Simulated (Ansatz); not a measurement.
A nudged elastic band was laid between two geometries of C₂H₉NSSi (14 atoms, charge 0, multiplicity 1).

All numbers below come from Ansatz 0.2.0, RKS BLYP/6-31G*.

| Item | Value |
| --- | --- |
| movable images | 7 |
| climbing image | yes |
| spring | 5.0 eV/Å² |
| optimiser | quadratic models (default) |
| start path | through a guess of the saddle point |
| force threshold | 0.05 eV/Å |
| iteration limit | 60 |
| end points | relaxed |

Initial state:

```xyz
14
Properties=species:S:1:pos:R:3
C -1.848 0.262 0.656
C -0.512 0.596 -0.037
S 0.511 1.855 0.930
Si 0.602 -0.908 -0.434
N 1.957 -0.361 -1.392
H -2.422 1.174 0.886
H -1.687 -0.282 1.603
H -2.466 -0.380 0.002
H -0.703 1.133 -0.983
H 0.694 1.081 2.039
H 0.903 -1.552 0.899
H -0.120 -1.923 -1.271
H 2.575 0.337 -0.971
H 2.504 -1.061 -1.897
```

Final state:

```xyz
14
Properties=species:S:1:pos:R:3
C -1.892 0.338 0.874
C -0.691 0.408 -0.095
S 0.584 1.693 0.500
Si -0.009 -1.424 -0.503
N 1.755 -0.679 -1.290
H -2.344 1.329 1.050
H -1.591 -0.074 1.853
H -2.672 -0.326 0.460
H -1.032 0.876 -1.038
H 0.979 1.009 1.614
H 0.720 -1.579 0.854
H 1.706 -0.561 -2.310
H 1.923 0.257 -0.854
H 2.551 -1.297 -1.086
```

Task: Which bonds break or form, and what moves?

Result: Bonds broken: Si4–H12. Bonds formed: N5–H12.

Task: What energy profile does the band end with?

Result: The run converged. The highest image is number 5 of 0 to 8, 2.85 eV above the first end and 1.63 eV above the last; the last end lies 1.21 eV above the first. Neighbouring images differ by up to 1.3 eV, so the band resolves the path poorly. A vibrational analysis at the climbing image gives one clearly imaginary mode, 1427i cm⁻¹: a first-order saddle point. The orbitals stay closed-shell, which can raise the energy where a bond breaks towards radicals; this wasn't checked here.

| image | path coordinate (Å) | energy (eV) | Si4–H12 (Å) | N5–H12 (Å) |
| --- | --- | --- | --- | --- |
| 0 | 0.00 | 0.00 | 1.50 | 2.60 |
| 1 | 0.46 | 0.01 | 1.50 | 2.61 |
| 2 | 0.93 | 0.09 | 1.50 | 2.53 |
| 3 | 1.39 | 0.60 | 1.50 | 2.23 |
| 4 | 1.85 | 1.88 | 1.53 | 1.83 |
| 5 | 2.31 | 2.85 | 1.67 | 1.40 |
| 6 | 2.91 | 1.68 | 2.15 | 1.04 |
| 7 | 3.50 | 1.26 | 2.55 | 1.03 |
| 8 | 4.09 | 1.21 | 2.64 | 1.03 |

Task: What is the geometry of the highest image?

Result: 
```xyz
14
Properties=species:S:1:pos:R:3
C -1.893 0.310 0.777
C -0.589 0.491 -0.030
S 0.567 1.758 0.765
Si 0.307 -1.189 -0.408
N 1.865 -0.538 -1.296
H -2.399 1.273 0.955
H -1.697 -0.153 1.760
H -2.591 -0.350 0.230
H -0.825 0.976 -0.994
H 0.892 1.008 1.857
H 0.684 -1.703 0.978
H 0.846 -1.210 -1.990
H 2.143 0.457 -1.209
H 2.678 -1.160 -1.367
```

The run took 120 s on 2 threads of Intel(R) Xeon(R) Platinum 8488C (Sapphire Rapids), on a shared host, peak memory 0.17 GiB.
